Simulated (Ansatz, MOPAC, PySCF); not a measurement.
Gas-phase reaction in SMILES: C1CCC1N + H+ -> C1C(CC1)[NH3+] (at N, the best of the heteroatom sites tried; carbon was not tried)

Quantity: proton affinity (enthalpy at 298 K), in kcal/mol. Positive where the reaction releases energy. Set-up: frozen cores in correlated levels; no spin-orbit coupling; six Cartesian d functions in 6-31G* and its kin unless marked 5d; no dispersion term unless named; non-relativistic. CBS marks a two-point X^-3 extrapolation of the correlation energy; Hartree-Fock from the larger set. First-principles rows: single points at B3LYP-D3(BJ) geometries (Ansatz, a first-principles code), with unscaled harmonic terms from B3LYP/6-31G* at its own minima. Semi-empirical rows: MOPAC heats of formation at their own minima for 298 K, the proton's as measured.

Coupled cluster (Ansatz) is a level with limits of its own, used here on species with T1 under 0.025 (0.045 for open shells) and stable references: CCSD(T)/CBS(cc-pVTZ,cc-pVQZ).

Value to compare with, CCSD(T)/CBS(cc-pVTZ,cc-pVQZ) (Ansatz): 220.5 kcal/mol.

| level | program | proton affinity (enthalpy at 298 K) (kcal/mol) | difference |
|---|---|---|---|
| PM6 | MOPAC | 223.4 | 2.9 |
| HF/STO-3G | Ansatz | 267.5 | 47.0 |
| HF/6-31G* | Ansatz | 225.8 | 5.3 |
| SVWN5/6-31G* | Ansatz | 219.8 | -0.7 |
| B3LYP/6-31G* | Ansatz | 224.9 | 4.4 |
| B3PW91/6-31G* (5d) | PySCF | 225.8 | 5.3 |
| PBE/def2-TZVPD | Ansatz | 219.3 | -1.2 |
| r2SCAN-D4/def2-TZVPD | Ansatz + dftd4 | 221.0 | 0.5 |
| wB97M-V/def2-TZVPD | Ansatz | 217.6 | -2.9 |

Among the 6 habitual levels, HF/STO-3G lies farthest from CCSD(T)/CBS(cc-pVTZ,cc-pVQZ) (Ansatz) (47.0 kcal/mol) and SVWN5/6-31G* nearest (-0.7); 5 of 6 lie above it, and their mean absolute difference is 10.9 kcal/mol, the median 4.8. One case shows no general order.

The levels are drawn from those run, B3LYP/6-31G* more often than the rest, none by its result; runs whose electronic state is in doubt are left out.
